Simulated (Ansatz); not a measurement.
Reaction (formal exchange of groups at a Ga–N bond): `[NH2][GaH2]` + `C[SiH3]` → `C[SiH2][GaH2]` + NH₃

Program: Ansatz. Geometries: PBE0-D4/def2-TZVP. ΔE: electronic, gas phase. CBS: MP2 limit from def2 TZ/QZ plus the TZ coupled-cluster correction, frozen cores. This one scheme is used for every species. Functionals use def2-TZVPP. HSE06 is defined as in plane-wave codes. For Ga outer-core shells are correlated without core-valence functions, which leaves a few kJ/mol of doubt a bond. Scalar relativity is left out up to krypton.

| level | ΔE (kJ/mol) | difference from CCSD(T)/CBS |
| --- | --- | --- |
| revPBE-D4 | 30.4 | -15.2 |
| r2SCAN-D4 | 42.1 | -3.5 |
| CAM-B3LYP-D4 | 49.2 | 3.6 |
| r2SCAN | 42.9 | -2.7 |
| HSE06 | 34.0 | -11.6 |
| MP2/def2-SVP | 62.5 | 16.9 |
| CCSD/def2-SVP | 56.6 | 11.0 |
| MP2/def2-QZVPP | 52.5 | 6.9 |
| MP2/CBS(def2) | 51.9 | 6.3 |
| CCSD/CBS(def2) | 45.8 | 0.2 |
| CCSD(T)/CBS | 45.6 | 0 |

Largest T1 diagnostic among the species: 0.014.

At CCSD(T), def2-SVP lies +11.8 kJ/mol from the extrapolated value and def2-TZVPP +0.4 kJ/mol. The D4 term adds −3.8 kJ/mol with B3LYP and −2.3 kJ/mol with PBE0; it sums over pairs of atoms, weighted by their polarisabilities, and B3LYP, whose exchange is more repulsive, gets the larger term.

B3LYP here is the variant with VWN-RPA as its local correlation; programs differ in this.
